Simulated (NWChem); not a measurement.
Correlation energy of BCl (+1)

```xyz
2

B      0.0000     0.0000     1.2392
Cl     0.0000     0.0000    -0.3645
```
Charge +1, spin multiplicity 2.

Program: NWChem. All single points use one geometry, from UPBE0/def2-SVP, a minimum by its harmonic frequencies.

Basis set: def2-SVP. Each correlation energy counts from its own Hartree-Fock reference.

The correlated methods keep 6 core orbitals frozen. This spin state was chosen for the runs; another may lie lower. The structure started from a generated list of species. The unpaired electrons of the parent sit in orbitals of symmetry a1 (C2v labels of the run); other states weren't searched. The stability of the SCF solutions was not checked. Open-shell Hartree-Fock references start from PBE0 orbitals. Coupled-cluster values serve here as a point of comparison, not as the truth.

```csv
method,correlation energy (mHa)
UMP2,___
SCS-UMP2,___
CCSD on UHF,-191.2
CCSD[T] on UHF,-199.5
CCSD(T) on UHF,-198.7
CCSD on ROHF,-192.5
CCSD[T] on ROHF,-201.1
CCSD(T) on ROHF,-200.2
CCSDT on ROHF,-201.0
```

Question: Some entries are withheld; supply them.

Answer: 
- UMP2, correlation energy (mHa): -174.1
- SCS-UMP2, correlation energy (mHa): -167.9
